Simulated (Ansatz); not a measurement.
**Energy profile**

The step: GeNH₅O ([NH2][GeH2][OH]) → GeNH₃ ([NH][GeH2]) + H₂O; bonds formed: O2–H4; bonds broken: Ge1–O2, N3–H4 (atoms numbered as in the saddle structure below).

Ge1  (-0.188, 0.496, 0.652)
O2  (0.153, 0.167, -1.352)
N3  (0.217, -1.209, 0.703)
H4  (0.315, -0.769, -0.852)
H5  (0.704, 1.695, 1.036)
H6  (-1.664, 0.919, 0.542)
H7  (-0.606, 0.120, -1.946)
H8  (1.068, -1.418, 1.216)
(Å)

Electronic energies by CCSD(T) at an estimated basis limit (MP2 extrapolated from triple and quadruple zeta, plus CCSD(T) − MP2 in triple zeta), on PBE0-D4/def2-TZVP structures; GeNH$_{5}$O, closed shell; no counterpoise correction. Computed with Ansatz 0.2.0 (basis: def2-TZVPP and def2-QZVPP); correlated methods freeze the cores. Filled d shells of the heavier atoms are correlated. The def2 sets are not built for correlating such inner shells, so the correlated values are less sure here. Extrapolation: Hartree–Fock as exp(−7.88 √X), correlation as X^−2.97.

Problem. Give the profile in kJ/mol, counted from the start structure. (An estimate is asked for; the value comes from the calculation.)

Solution. By the calculation:
```csv
point,kJ/mol
start structure,0.0
saddle,238.2
end structure,223.8
"separated: GeNH$_{3}$ (linked as [NH][GeH2]; Ge1, N3, H5, H6, H8; singlet) + H$_{2}$O (O2, H4, H7; singlet)",250.6
```

No T1 diagnostic of these runs exceeds 0.019. The restricted Hartree–Fock reference is unstable towards an unrestricted one at one or more of these structures.

For scale, one of the runs: CCSD(T)/def2-TZVPP, 180 basis functions, launched by `ansatz run in.yaml --threads 4 --pin off --events-out ev --progress --plain --max-ram 9574MiB`. The run took 100 s on 4 CPU threads of an Intel Xeon (shared host), with 1.8 GiB of host memory at its peak.
